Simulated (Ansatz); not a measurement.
`[CH3][Ge]([CH3])([OH])[F]` → `CC` + `[OH][Ge][F]` at 600 K and 1 bar (germylene formation by 1,1-elimination).

Gas-phase electronic energies from Ansatz, PBE0-D4/def2-TZVP geometries. CBS: MP2 limit from def2 TZ/QZ plus the TZ coupled-cluster correction, frozen cores. This one scheme is used for every species. For Ge outer-core shells are correlated without core-valence functions, which leaves a few kJ/mol of doubt a bond. Scalar relativity is left out up to krypton. One conformer a species, not always the lowest.

```
                    species  CCSD(T)/CBS energy (Eh)  H − E (kJ/mol)  S (J/(mol·K))
`[CH3][Ge]([CH3])([OH])[F]`              -2331.49638           306.5          482.8
                       `CC`                -79.71954           228.8          274.9
              `[OH][Ge][F]`              -2251.74560            72.2          324.3
```

H − E and S are ideal-gas, rigid-rotor, harmonic terms from PBE0-D4/def2-TZVP, for one conformer and one mirror image of each species. 1 Eh = 2625.50 kJ/mol, R = 8.31446 J/(mol·K).

**Question.** By hand: ΔE, ΔH, ΔS and ΔG.

**Answer.** ΔE = (-79.71954) + (-2251.74560) − (-2331.49638) = 0.03124 Eh = 82.0 kJ/mol. Δ(H − E) = 228.8 + 72.2 − 306.5 = -5.5, so ΔH = 76.5 kJ/mol. ΔS = 274.9 + 324.3 − 482.8 = 116.4 J/(mol·K). ΔG = 76.5 − 600 × (116.4)/1000 = 6.7 kJ/mol.

**Question.** By hand: the equilibrium constant, and the temperature at which ΔG would vanish if ΔH and ΔS stayed fixed.

**Answer.** log₁₀ K = −ΔG/(RT ln 10) = -0.6. ΔG = 0 at ΔH/ΔS = 657 K.

The number of gas molecules changes by +1, which sets the sign of ΔS. A doubt of 5 kJ/mol in ΔE shifts log₁₀ K by 0.4 here. Other conformers and mirror images would add mixing entropy, several J/(mol·K) or more a flexible species. These are equilibria of isolated gas molecules and say nothing of rates. Largest T1 diagnostic: 0.015 (customary marks: 0.02 for closed shells, 0.045 for open ones).
